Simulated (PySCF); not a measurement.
Structure with atom numbers: `[CH2:1]=[C:2]([Br:3])[O:4][CH:5]=[O:6]`; H(Xn) means a hydrogen on atom n. Ha(C1) is cis to Br3; Hb(C1) is trans to Br3.

Computational details: shielding tensors at PBE0/pcSseg-1 (GIAO), geometry: PBE0-D3(BJ)/def2-SVP, J: B3LYP/pcJ-1 (pcSseg-1 on Br), in PySCF 2.14 (a single conformation, non-relativistic Hamiltonian, no solvent).

Task: Predict the 2D correlation tables (HSQC, COSY, HMBC).

Result: 

HSQC (one-bond C–H):
| δH | δC | 1J(C,H) (Hz) |
| --- | --- | --- |
| 7.74 (H(C5)) | 160.2 (C5) | 249 |
| 6.90 (Hb(C1)) | 113.9 (C1) | 183 |
| 5.48 (Ha(C1)) | 113.9 (C1) | 177 |

COSY cross peaks (|J| ≥ 2 Hz):
| δH | δH | abs. J (Hz) | bonds |
| --- | --- | --- | --- |
| 6.90 (Hb(C1)) | 5.48 (Ha(C1)) | 2.8 | 2 |

HMBC (two and three bonds, |J| ≥ 2.5 Hz):
| δH | δC [abs. J in Hz] |
| --- | --- |
| 7.74 (H(C5)) | 153.9 (C2) [12.8] |

Scale: TMS for 1H and 13C (reference shieldings calculated alike).

The calculation has no spin–orbit term, so carbons bonded to Br come out too deshielded (the heavy-atom effect is absent). Shifts are as computed. Against solution values, carbons near 30 ppm lie about +2 ppm off and those near 130 ppm about +5 ppm; carbons on Br a further +13 ppm. Of 1211 compounds with measured shifts, 218 miss one by over three times the rms of a fit or turn the order of signals round; such compounds aren't used in these exercises.
